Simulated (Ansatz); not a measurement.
**Ligand exchange: Cd(CH3)Cl + Sn(CH3)(SH) → Cd(CH3)(SH) + Sn(CH3)Cl**

Species: Cd(CH3)Cl, singlet; Sn(CH3)(SH), singlet; Cd(CH3)(SH), singlet; Sn(CH3)Cl, singlet. The partners trade Cl for SH: Cd–Cl and Sn–SH bonds give way to Cd–SH and Sn–Cl.

Shapes, held fixed at every level: PBE0-D4/def2-TZVP. Flexible molecules stand in one conformer, not always the lowest. Programs: Ansatz 0.2.0. Electronic energies: no zero-point or thermal term.

Problem. Estimate ΔE of this reaction.

Solution. The highest level, CCSD(T)/def2-TZVPP, gives ΔE = +10.2 kJ/mol; the levels span +7.8 to +14.7. The column of differences is taken from that level and isn't an error. No measured value is set beside it here. For atoms past krypton def2 sets carry core potentials with scalar relativity. Outer-core shells of Cd, Sn are correlated in most correlated rows, in sets that cover them unevenly. Times are processor times on shared x86 and Arm servers, and rough.

```tsv
level	kind	ΔE (kJ/mol)	less CCSD(T)/def2-TZVPP	CPU time (sum over the molecules)
HF/def2-TZVPP	Hartree–Fock	+10.6	+0.4	–
r2SCAN-D4/def2-TZVPP	meta-GGA	+10.5	+0.3	33 s
PBE0-D4/def2-TZVPP	global hybrid	+9.8	-0.4	18 s
wB97M-V/def2-TZVPP	range-separated hybrid	+7.8	-2.4	64 s
CCSD(T)/def2-SVP	coupled cluster or CI	+14.7	+4.5	30 s
CCSD/def2-SVP	coupled cluster or CI	+13.8	+3.6	–
CCSD(T)/def2-TZVPP	coupled cluster or CI	+10.2	0.0	6.6 min
```
